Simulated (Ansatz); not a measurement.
Geometry optimisation, RKS r2SCAN/def2-SVP (Ansatz).

Input:

```yaml
crystal:
  periodic: [false, false, false]
  atoms:
    - { symbol: Sn, position_ang: [-0.413912, 0.638968, -1.637524] }
    - { symbol: H, position_ang: [-0.338852, 1.427598, 1.25874] }
    - { symbol: H, position_ang: [-0.48989, 0.383398, -3.334035] }
    - { symbol: H, position_ang: [-1.954026, 0.601638, -0.912168] }
    - { symbol: H, position_ang: [0.498241, 2.038678, -1.265351] }
    - { symbol: H, position_ang: [0.61182, -1.290099, 1.387922] }
    - { symbol: O, position_ang: [0.492965, -1.005089, -0.852157] }
    - { symbol: H, position_ang: [-0.08532, 0.853833, 1.577443] }
    - { symbol: O, position_ang: [0.584606, -1.174278, 2.350844] }
    - { symbol: H, position_ang: [1.416493, -1.047932, -1.139757] }
    - { symbol: H, position_ang: [-0.322024, -1.426815, 2.566142] }
basis:
  gaussian: { orbitals: def2-SVP }
hamiltonian:
  xc: r2scan
relax:
  f_tol: 0.03
  max_steps: 50
output:
  orbitals: {}
```

Launched with:

```bash
$ ansatz run input.yaml --threads 2 --pin off --max-ram 3072MiB --backend cpu --events-out ev --progress --plain --runs-dir out
```

Q: Where does it end, and by what steps?

A: The forces met the threshold. The force dipped under the threshold on the way, but the program's further checks kept it going. After 44 steps the energy has fallen by 0.321 eV; H2 moved furthest, 2.69 Å.

```tsv
step	energy less start (eV)	largest force component (eV/Å)	accepted
0	0.0000	2.073	yes
2	-0.1440	1.144	yes
4	-0.1837	0.082	yes
6	-0.1870	0.039	yes
8	-0.1910	0.201	yes
10	-0.2036	0.704	yes
12	-0.2083	1.324	no
14	-0.2738	0.212	yes
16	-0.2548	1.278	no
18	-0.2930	0.199	no
20	-0.2976	0.131	yes
22	-0.2992	0.093	yes
24	-0.3015	0.154	yes
26	-0.3041	0.124	yes
28	-0.3075	0.094	yes
30	-0.3100	0.159	yes
32	-0.3136	0.098	yes
34	-0.3156	0.129	yes
36	-0.3181	0.037	yes
38	-0.3193	0.089	yes
40	-0.3202	0.041	yes
42	-0.3205	0.034	yes
44	-0.3208	0.012	yes
```

```xyz
11
Properties=species:S:1:pos:R:3
Sn -0.366 -0.057 -1.802
H 0.335 1.575 3.857
H -0.002 -0.527 -3.426
H -1.946 -0.564 -1.404
H -0.025 1.601 -1.594
H 0.430 -0.396 0.754
O 0.925 -1.206 -0.744
H 0.222 1.305 3.155
O -0.304 0.199 1.029
H 1.661 -1.529 -1.280
H -0.930 -0.401 1.456
```

Whether the end is a true minimum wasn't checked by a vibrational analysis.

Time of the run: 120 s on 2 threads of Arm Neoverse V1, with other jobs on the host, peak memory 0.15 GiB.
